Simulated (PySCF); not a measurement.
r2SCAN on Os (osmium, neutral)

Configuration: [Xe] 4f14 5d6 6s2, high-spin 5D determinant. Computed with PySCF 2.14 in cc-pVTZ-PP with ECP60MDF, with scalar relativity through the core potential.

* Total energy: -90.8281 hartree
* One-electron energy: -155.4902 hartree
* Hartree (Coulomb) energy: 74.1426 hartree
* Exchange-correlation energy: -9.4805 hartree
* ⟨S²⟩: 6.0195
* ⟨L²⟩: 6.833
* Sum of ⟨r⟩: 26.15 bohr
* Sum of ⟨r²⟩: 56.19 bohr²
* Traceless quadrupole moment −½Σ⟨3z² − r²⟩ along its main axis: 2.89 e·bohr²
* Time after the integrals: 5 s of wall time on 1 thread of Neoverse-N1 (shared host)

```json
{"shell": "5s α", "electrons": "1", "mean orbital energy (eV)": "-93.564", "spread (eV)": "0", "rms radius, mean of both spins (bohr)": "1.08"}
{"shell": "5s β", "electrons": "1", "mean orbital energy (eV)": "-90.887", "spread (eV)": "0", "rms radius, mean of both spins (bohr)": "1.08"}
{"shell": "5p α", "electrons": "3", "mean orbital energy (eV)": "-53.255", "spread (eV)": "1.241", "rms radius, mean of both spins (bohr)": "1.26"}
{"shell": "5p β", "electrons": "3", "mean orbital energy (eV)": "-49.836", "spread (eV)": "0.393", "rms radius, mean of both spins (bohr)": "1.26"}
{"shell": "5d α", "electrons": "5", "mean orbital energy (eV)": "-7.651", "spread (eV)": "2.071", "rms radius, mean of both spins (bohr)": "2.02"}
{"shell": "6s α", "electrons": "1", "mean orbital energy (eV)": "-6.562", "spread (eV)": "0", "rms radius, mean of both spins (bohr)": "3.15"}
{"shell": "6s β", "electrons": "1", "mean orbital energy (eV)": "-5.200", "spread (eV)": "0", "rms radius, mean of both spins (bohr)": "3.15"}
{"shell": "5d β", "electrons": "1", "mean orbital energy (eV)": "-4.981", "spread (eV)": "0", "rms radius, mean of both spins (bohr)": "2.02"}
```

Energies and moments cover only the electrons outside the core potential. Spin-orbit coupling, absent here, splits the open shell strongly.
